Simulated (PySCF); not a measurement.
15N chemical shifts

- geometry from GFN2-xTB
- σ from GIAO-PBE0/pcSseg-1
- code: PySCF 2.14.0 with density-fitted response routines
- a single conformation, gas phase, equivalent nuclei averaged, non-relativistic Hamiltonian

Shieldings were converted by a linear fit to measured shifts: 15N: δ = -148.07 − 0.921σ (rms 6.3 ppm, 71 shifts vs CH3NO2, solution or neat liquid). Occasional misses reach two or three times the rms, and more in compound classes unlike the fitted ones.

**Question.** Give the 15N shifts of `C=CN([SiH3])NC(C)(C)C`, `c1ccc(-c2ccccn2)nc1`, `[SiH3]NNC1CCCCC1`, `FC(F)O[C@@H]1C=N1`, `C[C@@H]1CCCN(C)N1[SiH3]`, `c1cncc(-c2ccncc2)c1`.

**Answer.** 
| compound | environment | δ (ppm) |
| --- | --- | --- |
| [CH2:1]=[CH:2][N:3]([SiH3:4])[NH:5][C:6]([CH3:7])([CH3:8])[CH3:9] | N5: nitrogen bonded to O or N | -281.8 |
| [CH2:1]=[CH:2][N:3]([SiH3:4])[NH:5][C:6]([CH3:7])([CH3:8])[CH3:9] | N3: nitrogen bonded to O or N | -298.9 |
| c1ccc(-c2ccccn2)nc1 | pyridine-type ring nitrogen (×2) | -78.1 |
| [SiH3:1][NH:2][NH:3][CH:4]1[CH2:5][CH2:6][CH2:7][CH2:8][CH2:9]1 | N3: nitrogen bonded to O or N | -296.2 |
| [SiH3:1][NH:2][NH:3][CH:4]1[CH2:5][CH2:6][CH2:7][CH2:8][CH2:9]1 | N2: nitrogen bonded to O or N | -339.3 |
| FC(F)O[C@@H]1C=N1 | imine nitrogen | -53.3 |
| [CH3:1][C@@H:2]1[CH2:3][CH2:4][CH2:5][N:6]([CH3:7])[N:8]1[SiH3:9] | N8: nitrogen bonded to O or N | -306.6 |
| [CH3:1][C@@H:2]1[CH2:3][CH2:4][CH2:5][N:6]([CH3:7])[N:8]1[SiH3:9] | N6: nitrogen bonded to O or N | -315.0 |
| [cH:1]1[cH:2][n:3][cH:4][c:5](-[c:6]2[cH:7][cH:8][n:9][cH:10][cH:11]2)[cH:12]1 | N3: pyridine-type ring nitrogen | -60.4 |
| [cH:1]1[cH:2][n:3][cH:4][c:5](-[c:6]2[cH:7][cH:8][n:9][cH:10][cH:11]2)[cH:12]1 | N9: pyridine-type ring nitrogen | -65.4 |
